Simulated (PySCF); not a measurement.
CH4AlBrO, singlet, at a GFN2-xTB geometry (such geometries of metal compounds can be far from the true shape), atoms displaced at random by about 0.08 Å a coordinate; B3LYP/6-31G, gradient by finite differences in PySCF.

Here is a job for PySCF.
```python
from pyscf import gto, scf, dft

mol = gto.M(
    atom='''
Al   -0.78621609   -0.41006496   -0.22283735
H    -2.08975066   -1.22319071    0.20268130
Br    0.30593461    0.55403578    1.33373192
O    -0.25890712   -0.71676983   -1.87045266
C     0.12136523   -1.00834597   -3.18224713
H     0.92560193   -1.46865938   -3.17460076
H    -0.65416091   -1.42770541   -3.61895371
H     0.31035338    0.09464303   -3.50079226
''',
    basis='6-31g',
    verbose=4,
)

mf = dft.RKS(mol)
mf.xc = 'b3lyp'
mf.conv_tol = 1e-11
mf.kernel()
scan, done = mf.as_scanner(), []
scan.scf_summary = {}
def energy(d):
    c = mol.atom_coords()
    c[4, 2] += d
    e = scan(mol.set_geom_(c, unit='Bohr', inplace=False))
    done.append(scan.converged)
    return e
h = 0.01
fd = (energy(h) - energy(-h)) / (2 * h)
print('dE/dx =', fd)
```

It wrote (shortened):

```
PySCF version 2.14.0

[INPUT] verbose = 4
[INPUT] num. atoms = 8
[INPUT] num. electrons = 66
[INPUT] charge = 0
[INPUT] spin (= nelec alpha-beta = 2S) = 0
[INPUT] symmetry False subgroup None
[INPUT] Mole.unit = angstrom
[INPUT] Symbol           X                Y                Z      unit          X                Y                Z       unit  Magmom
[...]
nuclear repulsion = 287.685182097213
number of shells = 36
number of NR pGTOs = 196
number of NR cGTOs = 66
basis = 6-31g
ecp = {}

******** <class 'pyscf.dft.rks.RKS'> ********
method = RKS
initial guess = minao
damping factor = 0
level_shift factor = 0
DIIS = <class 'pyscf.scf.diis.CDIIS'>
diis_start_cycle = 1
diis_space = 8
diis_damp = 0
SCF conv_tol = 1e-11
SCF conv_tol_grad = None
SCF max_cycles = 50
direct_scf = True
direct_scf_tol = 1e-13
XC library pyscf.dft.libxc version 7.1.2
    S. Lehtola, C. Steigemann, M. J. T. Oliveira, and M. A. L. Marques,  SoftwareX 7, 1–5 (2018)
XC functionals = b3lyp
    P. J. Stephens, F. J. Devlin, C. F. Chabalowski, and M. J. Frisch,  J. Phys. Chem. 98, 11623 (1994)
radial grids:
    Treutler-Ahlrichs [JCP 102, 346 (1995); DOI:10.1063/1.469408] (M4) radial grids

becke partition: Becke, JCP 88, 2547 (1988); DOI:10.1063/1.454033
pruning grids: <function nwchem_prune>
grids dens level: 3
symmetrized grids: False
atomic radii adjust function: <function treutler_atomic_radii_adjust>
small_rho_cutoff = 0
Set gradient conv threshold to 3.16228e-06
Initial guess from minao.
tot grids = 107040
init E= -2931.27558410562
[...]
cycle= 1 E= -2931.813839275  delta_E= -0.538  |g|= 0.808  |ddm|= 2.61
[...]
cycle= 2 E= -2930.83868668271  delta_E= 0.975  |g|= 2.17  |ddm|=  3.1
[...]
cycle= 3 E= -2931.9417043259  delta_E= -1.1  |g|= 0.204  |ddm|= 2.63
[...]
cycle= 4 E= -2931.95115800446  delta_E= -0.00945  |g|= 0.102  |ddm|= 0.444
[...]
cycle= 5 E= -2931.95345395035  delta_E= -0.0023  |g|= 0.0108  |ddm|= 0.14
[...]
cycle= 6 E= -2931.95348873155  delta_E= -3.48e-05  |g|= 0.00245  |ddm|= 0.0174
[...]
cycle= 7 E= -2931.95349029058  delta_E= -1.56e-06  |g|= 0.000746  |ddm|= 0.00345
[...]
cycle= 8 E= -2931.95349044446  delta_E= -1.54e-07  |g|= 0.000117  |ddm|= 0.00087
[...]
cycle= 9 E= -2931.95349044849  delta_E= -4.02e-09  |g|= 1.25e-05  |ddm|= 0.000201
[...]
cycle= 10 E= -2931.95349044855  delta_E= -5.96e-11  |g|= 2.55e-06  |ddm|= 3.63e-05
[...]
cycle= 11 E= -2931.95349044855  delta_E= -4.09e-12  |g|= 7.01e-07  |ddm|= 6.18e-06
[...]
[...]
converged SCF energy = -2931.95349044855
converged SCF energy = -2931.95384941741
[...]
   4 O     -0.258907120000  -0.716769830000  -1.870452660000 AA   -0.489263548500  -1.354498673051  -3.534643256364 Bohr
   5 C      0.121365230000  -1.008345970000  -3.187538902109 AA    0.229347045745  -1.905497722109  -6.023575536383 Bohr
   6 H      0.925601930000  -1.468659380000  -3.174600760000 AA    1.749134148069  -2.775363998474  -5.999125991236 Bohr
   7 H     -0.654160910000  -1.427705410000  -3.618953710000 AA   -1.236184961296  -2.697972211460  -6.838831369379 Bohr
   8 H      0.310353380000   0.094643030000  -3.500792260000 AA    0.586482890033   0.178849406299  -6.615538590397 Bohr

******** <class 'pyscf.scf.hf.RKS_Scanner'> ********
method = RKS_Scanner
initial guess = minao
damping factor = 0
level_shift factor = 0
DIIS = <class 'pyscf.scf.diis.CDIIS'>
diis_start_cycle = 1
diis_space = 8
diis_damp = 0
SCF conv_tol = 1e-11
SCF conv_tol_grad = None
SCF max_cycles = 50
direct_scf = True
direct_scf_tol = 1e-13
XC library pyscf.dft.libxc version 7.1.2
    S. Lehtola, C. Steigemann, M. J. T. Oliveira, and M. A. L. Marques,  SoftwareX 7, 1–5 (2018)
XC functionals = b3lyp
    P. J. Stephens, F. J. Devlin, C. F. Chabalowski, and M. J. Frisch,  J. Phys. Chem. 98, 11623 (1994)
radial grids:
    Treutler-Ahlrichs [JCP 102, 346 (1995); DOI:10.1063/1.469408] (M4) radial grids

becke partition: Becke, JCP 88, 2547 (1988); DOI:10.1063/1.454033
pruning grids: <function nwchem_prune>
grids dens level: 3
symmetrized grids: False
atomic radii adjust function: <function treutler_atomic_radii_adjust>
small_rho_cutoff = 0
Set gradient conv threshold to 3.16228e-06
tot grids = 107040
init E= -2931.94987357111
[...]
cycle= 1 E= -2931.95307989618  delta_E= -0.00321  |g|= 0.00661  |ddm|= 0.0245
[...]
cycle= 2 E= -2931.95305813753  delta_E= 2.18e-05  |g|= 0.0128  |ddm|= 0.0194
[...]
cycle= 3 E= -2931.95309133438  delta_E= -3.32e-05  |g|= 0.000457  |ddm|= 0.0114
[...]
cycle= 4 E= -2931.95309138859  delta_E= -5.42e-08  |g|= 0.000133  |ddm|= 0.000798
[...]
cycle= 5 E= -2931.95309139177  delta_E= -3.18e-09  |g|= 2.95e-05  |ddm|= 0.000168
[...]
cycle= 6 E= -2931.95309139196  delta_E= -1.96e-10  |g|= 7.44e-06  |ddm|= 5.1e-05
[...]
cycle= 7 E= -2931.95309139199  delta_E= -2.82e-11  |g|= 1.27e-06  |ddm|= 1.61e-05
[...]
cycle= 8 E= -2931.95309139199  delta_E= 6.82e-12  |g|= 1.98e-07  |ddm|= 2.08e-06
[...]
Extra cycle  E= -2931.95309139198  delta_E= 1.82e-12  |g|= 3.59e-07  |ddm|= 5.72e-07
converged SCF energy = -2931.95309139198
dE/dx = -0.037901271525697666
```
